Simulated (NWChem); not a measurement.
Molecule: GeH4O4; SMILES [OH][Ge]([OH])([OH])[OH]

```xyz
9

O      1.4915     0.0000     0.9270
Ge     0.0000     0.0000     0.0000
O     -1.4915     0.0000     0.9270
O      0.0000     1.4915    -0.9270
O      0.0000    -1.4915    -0.9270
H      1.7730     0.8944     1.1511
H     -1.7730    -0.8944     1.1511
H     -0.8944     1.7730    -1.1511
H      0.8944    -1.7730    -1.1511
```
Atoms are numbered in this order, from 1.

All runs: NWChem. All runs use the structure optimised with PBE0/def2-SVP.

For level B3LYP/aug-pcseg-1:

```yaml
highest occupied level (eV): -9.08
orbital gap (eV): 7.78
```

Q: How do the values read with level B3LYP/pcseg-1 instead?

A: 
| Quantity | Result |
|---|---|
| highest occupied level (eV) | -8.85 |
| orbital gap (eV) | 8.25 |
